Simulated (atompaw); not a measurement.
**Varying the PAW (atompaw) potential for Zn (Z = 30)**

Base potential:

- Element: Zn
- Generator: atompaw 4.2.0.5
- Type: PAW
- Functional: PBE
- Relativity: scalar-relativistic
- Frozen core: [Ar]
- Valence charge: 12
- Reference configuration: 3d10 4s2 4p0
- Partial waves: 4s (bound): rc 3.00 bohr; 4s channel at -0.15 Ry: rc 3.00 bohr; 4p (bound, empty): rc 3.00 bohr; 4p channel at 1.45 Ry: rc 3.00 bohr; 3d (bound): rc 1.25 bohr; 3d channel at -0.25 Ry: rc 1.25 bohr; 4f channel at 0.15 Ry: rc 3.00 bohr
- Local potential: bessel scheme, radius 2.75 bohr
- Core correction: smooth core density matched at 2.50 bohr
- Augmentation charge: sinc compensation charge, radius 2.80 bohr; PAW radius 3.00 bohr; waves and projectors: custom rrkj gramschmidtortho

All-electron outer shells of the reference configuration (PBE, scalar-relativistic, ld1.x):

```tsv
shell	level (eV)	outermost node (bohr)	outermost maximum (bohr)
3s	-129.23	0.28	0.59
3p	-83.40	0.25	0.59
3d	-10.14	–	0.57
4s	-5.98	0.85	2.09
4p	-1.12	0.92	3.08
```

Cutoffs, loose and tight: the cutoffs (Ry, on a coarse ladder) from which the occupation-weighted sum of valence levels, in a spherical-Bessel basis at the reference potential, stays within 10 and 1 mRy of its value at 400 Ry. They see the waves, projectors and local potential, not the compensation charge or the core. A dash means not determined.

| change | outcome | cutoff, loose | cutoff, tight | bound ghosts |
| --- | --- | --- | --- | --- |
| base | generated | 90 Ry | 160 Ry | none |
| all radii scaled by about 0.75 (s 2.26, p 2.26, d 0.94, f 2.26 bohr); local potential bessel scheme, radius 2.08 bohr; augmentation sinc compensation charge, radius 2.10 bohr; PAW radius 2.26 bohr; waves and projectors: custom rrkj gramschmidtortho; core correction smooth core density matched at 1.88 bohr | generated | 180 Ry | 300 Ry | none |
| all radii scaled by about 0.96 (s 2.88, p 2.88, d 1.20, f 2.88 bohr); local potential bessel scheme, radius 2.64 bohr; augmentation sinc compensation charge, radius 2.68 bohr; PAW radius 2.88 bohr; waves and projectors: custom rrkj gramschmidtortho; core correction smooth core density matched at 2.40 bohr | generated | 100 Ry | 180 Ry | none |
| all radii scaled by about 1.07 (s 3.22, p 3.22, d 1.34, f 3.22 bohr); local potential bessel scheme, radius 2.96 bohr; augmentation sinc compensation charge, radius 3.02 bohr; PAW radius 3.22 bohr; waves and projectors: custom rrkj gramschmidtortho; core correction smooth core density matched at 2.68 bohr | generated | 70 Ry | 140 Ry | none |
| all radii scaled by about 1.15 (s 3.44, p 3.44, d 1.44, f 3.44 bohr); local potential bessel scheme, radius 3.16 bohr; augmentation sinc compensation charge, radius 3.22 bohr; PAW radius 3.44 bohr; waves and projectors: custom rrkj gramschmidtortho; core correction smooth core density matched at 2.88 bohr | generated | 55 Ry | 90 Ry | none |

(1) What comes out with this change to the base: all radii scaled by about 1.29 (s 3.86, p 3.86, d 1.60, f 3.86 bohr); local potential bessel scheme, radius 3.54 bohr; augmentation sinc compensation charge, radius 3.60 bohr; PAW radius 3.86 bohr; waves and projectors: custom rrkj gramschmidtortho; core correction smooth core density matched at 3.22 bohr?

(2) What comes out with this change to the base: all radii scaled by about 0.87 (s 2.62, p 2.62, d 1.10, f 2.62 bohr); local potential bessel scheme, radius 2.40 bohr; augmentation sinc compensation charge, radius 2.44 bohr; PAW radius 2.62 bohr; waves and projectors: custom rrkj gramschmidtortho; core correction smooth core density matched at 2.18 bohr?

Results:

(1) outcome: generated; cutoff, loose: 40 Ry; cutoff, tight: 70 Ry; bound ghosts: none.

(2) outcome: generated; cutoff, loose: 120 Ry; cutoff, tight: 200 Ry; bound ghosts: none.

Reading the sweep of the scale of all radii (base = 1) (base included, trends over the rows without a ghost): The loose cutoff falls from 180 Ry at 0.75 to 40 Ry at 1.29. A larger radius leaves more room for a smooth pseudo-wave, so fewer plane waves are needed; a smaller one forces it to follow the all-electron wave where it bends sharply.
